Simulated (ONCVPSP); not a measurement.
## What one change does to a pseudopotential (tantalum, ONCV)

Ta (Z = 73), optimised norm-conserving Vanderbilt (ONCV), made with ONCVPSP 4.0.1 (PBE, scalar-relativistic). Core [Kr] 4d10 4f14, reference 5s2 5p6 5d3 (charge +2). Waves: 5s: rc 1.85 bohr, ncon 5, nbas 8, qcut 8.3 1/bohr, 3 projectors, debl 1.6 Ha; 5p: rc 2.15 bohr, ncon 4, nbas 8, qcut 5.4 1/bohr, 2 projectors, debl 2.9 Ha; 5d: rc 1.95 bohr, ncon 3, nbas 8, qcut 4.3 1/bohr, 2 projectors, debl 1.5 Ha. Local part: polynomial inside 1.55 bohr (lpopt 2, dvloc0 0 Ha). Core correction: polynomial model core, fcfact 0.55.

In the s channel the program set the typed energies aside and used -3.254, 0.050, 1.650 Ha.

Change: d: rc 2.68.

Cutoffs: the cutoffs (Ha) at which the residual kinetic energy of the hardest occupied pseudo-wave falls to 1 and 0.1 mHa per electron; they do not see the model core or the augmentation charge, which bear on the density cutoff. Errors are all-electron minus pseudo energies relative to the spin-unpolarised reference configuration.

Task: How do hardness, ghosts and transferability respond?

Result: The potential gets softer (26 Ha and 69 Ha → 24 Ha and 28 Ha); of the 4 tests that both files solve, the error grows in 4 and shrinks in 0 by more than 15 % and 0.3 meV (median size 4.7 → 24.5 meV); neither file shows a bound ghost. A larger radius leaves more room for a smooth pseudo-wave, so fewer plane waves are needed. More of the atom is replaced by a form fitted at one configuration, so other configurations suffer.

```csv
quantity,base,changed
"cutoff, loose",26 Ha,24 Ha
"cutoff, tight",69 Ha,28 Ha
loose cutoff by channel,"s 24 Ha, p 11 Ha, d 26 Ha","s 24 Ha, p 11 Ha, d 8.4 Ha"
bound ghosts,none,none
GHOST(+) flags under 300 eV,none,none
"error for 5s2 5p6 5d3 6s2, meV [ΔE -23.44 eV]",+4.1,-12
"error for 5s2 5p6 5d3 6s1, meV [ΔE -14.97 eV]",+3.1,-4.8
"error for 5s2 5p6 5d2, meV [ΔE 23.60 eV]",-18,+47
"error for 5s2 5p6 5d2 6s2, meV [ΔE -15.76 eV]",+5.4,+37
s: phases at 1.88 bohr within 0.05 rad from the reference energy up to (Ha; the scan ends near 5),to the end of the scan,to the end of the scan
p: phases at 2.18 bohr within 0.05 rad from the reference energy up to (Ha; the scan ends near 5),to the end of the scan,to the end of the scan
"rms error of d²Exc/dni dnj with the model core, mHa",0.87,1.27
```
